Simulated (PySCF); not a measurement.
All numbers come from PySCF, PBE0, basis Tl def2-TZVPD with ECP60, H def2-TZVPD (scalar-relativistic core potentials, no spin–orbit coupling, density fitting). Open shells, if any, are unrestricted.

Problem. What shape and geometry does isolated singlet [TlH4]- take (every ligand bound to Tl)?

Solution. Counting electrons, thallium keeps none of its valence electrons outside its bonds, so the VSEPR class is AX4 and the expected shape is tetrahedral (Td), as computed. The lowest minimum found is a singlet of Td symmetry with Tl–H 1.796 Å (×4); H–Tl–H 109.5° (×6). Its harmonic wavenumbers are 543 (t2), 607 (e), 1560 (t2), 1613 (a1) cm⁻¹ and its dipole moment is 0.00 D about the centre of mass.

Other isomers or separated fragments may lie lower. The lowest empty level of this anion is unbound, so it and the gap depend on the basis. With an element this heavy the missing spin–orbit coupling can shift these numbers.
